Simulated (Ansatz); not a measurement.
`C[O][GaH2]` and `B[O][GaH2]` differ in one atom or group.

Ansatz, PBE0-D4/def2-TZVP geometries, multiplicity 1. 

Scalar relativity is left out up to krypton.

| property | `C[O][GaH2]` |
| --- | --- |
| LUMO energy (ωB97M-V/def2-TZVPP) / eV | 0.47 |
| HOMO energy (PBE/def2-TZVPP) / eV | -6.43 |
| HOMO energy (ωB97M-V/def2-TZVPP) / eV | -10.25 |
| HOMO energy (PBE0/def2-TZVPP) / eV | -7.85 |
| size of the dipole moment (PBE/def2-TZVPP) / D | 0.96 |
| HOMO–LUMO gap (B3LYP/def2-TZVPP) / eV | 6.14 |

What does the change do to each property? (An estimate is asked.)

Computed: 
| property | `B[O][GaH2]` | shift |
| --- | --- | --- |
| LUMO energy (ωB97M-V/def2-TZVPP) / eV | 0.05 | -0.42 |
| HOMO energy (PBE/def2-TZVPP) / eV | -6.31 | 0.12 |
| HOMO energy (ωB97M-V/def2-TZVPP) / eV | -9.99 | 0.26 |
| HOMO energy (PBE0/def2-TZVPP) / eV | -7.67 | 0.18 |
| size of the dipole moment (PBE/def2-TZVPP) / D | 2.14 | 1.18 |
| HOMO–LUMO gap (B3LYP/def2-TZVPP) / eV | 5.56 | -0.58 |

With PBE0 the HOMO rises by 0.18 eV and the LUMO falls by 0.42 eV, so the gap narrows by about 0.60 eV. PBE moves the HOMO by 0.12 eV and ωB97M-V by 0.26 eV. The zero-point energy changes by -44.6 kJ/mol with -3 modes. Dipoles are sizes alone; their direction can turn.

B3LYP here is the variant with VWN-RPA as its local correlation; programs differ in this.
